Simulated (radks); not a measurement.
Q: The table gives one normalised radial function P(r) = r R(r) of W35+ in [Kr] 4d3 (r in bohr). Method: non-relativistic Kohn-Sham, LDA (Slater exchange, Perdew-Wang correlation), spin-unpolarised, spherical densities, point nucleus; relativity is left out, which matters for an element this heavy; computed with a radial shooting solver on a logarithmic mesh with Libxc functionals.

r,P
0.001585,0.0001
0.001787,0.0001
0.002015,0.0001
0.002272,0.0002
0.002562,0.0003
0.002888,0.0004
0.003256,0.0006
0.003672,0.0009
0.00414,0.0012
0.004705,0.0018
0.005305,0.0025
0.005981,0.0035
0.006744,0.0050
0.007604,0.0070
0.008573,0.0098
0.009666,0.0136
0.0109,0.0190
0.01229,0.0263
0.01385,0.0363
0.01562,0.0499
0.01775,0.0697
0.02002,0.0947
0.02257,0.1278
0.02545,0.1712
0.02869,0.2276
0.03235,0.2998
0.03648,0.3908
0.04113,0.5038
0.04637,0.6413
0.05228,0.8050
0.05942,1.0085
0.067,1.2238
0.07554,1.4567
0.08517,1.6975
0.09603,1.9321
0.1083,2.1427
0.1221,2.3089
0.1376,2.4104
0.1552,2.4299
0.175,2.3566
0.1973,2.1900
0.2242,1.9222
0.2528,1.6107
0.285,1.2727
0.3214,0.9419
0.3624,0.6480
0.4086,0.4109
0.4606,0.2378
0.5194,0.1242
0.5856,0.0578
0.6603,0.0236
0.7504,0.0077
0.8461,0.0023
0.954,0.0006
1.076,0.0001
1.213,0.0000
1.367,0.0000

Which n and l does it have? It may be an empty orbital.

A: n = 3, l = 2: the number of nodes gives n - l - 1 = 0, the rise at small r (about r^(l+1)) gives l, and the extent must fit the shell. The curve is that of 3d. 3d: eigenvalue -3242.8 eV, 0 radial nodes, <r> = 0.181 bohr, 90 % of the charge inside 0.280 bohr.
